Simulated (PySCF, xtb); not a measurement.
HOSi, SMILES O[Si] (connectivity only; charge and spin as stated), neutral, multiplicity 2.

Harmonic wavenumbers (cm⁻¹) from GFN2-xTB in xtb at its own minimum, in rising order: 653, 782, 3527.

What does PySCF with PBE0-D3(BJ)/def2-TZVPD give at its own minimum? (Estimate from the structure and the level; the computed values follow.)

760, 879, 3851. Paired by order, the mean absolute difference is 176 cm⁻¹ and the zero-point energies are 7.1 and 7.8 kcal/mol.
